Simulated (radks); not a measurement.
Coulomb parameter of the 4d shell of the niobium ion Nb+ in the model configuration [Kr] 4d2.5 5s1.5, as a second difference U = [E(n + 0.5) + E(n - 0.5) - 2 E(n)] / (0.5)^2 with all orbitals relaxed. "Bare": the charge of the atom changes with n. "Screened": the 5s shell takes up the change at fixed total charge, which measures U(4d,4d) + U(5s,5s) - 2 U(4d,5s). All-electron calculation, scalar-relativistic Kohn-Sham, BLYP, spin-unpolarised, spherical densities, point nucleus. Program: a radial shooting solver on a logarithmic mesh with Libxc functionals.

case	configuration	E - E(n) (eV)
start	[Kr] 4d2.5 5s1.5	0.000
bare +0.5	[Kr] 4d3 5s1.5	-5.010
bare -0.5	[Kr] 4d2 5s1.5	7.462
screened +0.5	[Kr] 4d3 5s1	-0.530
screened -0.5	[Kr] 4d2 5s2	0.847

U(bare) = 9.806 eV, U(screened by 5s) = 1.267 eV, against the Slater integral F0(4d,4d) = 13.042 eV with frozen orbitals.
